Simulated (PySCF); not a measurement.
PySCF was given this input:
```python
from pyscf import gto, scf, dft, solvent

mol = gto.M(
    atom='''
F     0.70040000   -0.01650000    0.00860000
F    -0.70040000    0.01650000   -0.00860000
''',
    basis='6-31+g*',
    spin=2,
    verbose=3,
)

mf = dft.UKS(mol)
mf.xc = 'pbe0'
mf.kernel()
mf.analyze()
```

Task: What <S^2> does PySCF with PBE0/6-31+G* give?

Result: 2.009

Task: Predict the HOMO energy from PBE0/6-31+G*.

Result: -8.66 eV

Task: Predict the total energy from PBE0/6-31+G*.

Result: -199.213279 Ha

These values belong to the state on which the SCF converged, which isn't shown to be the lowest.
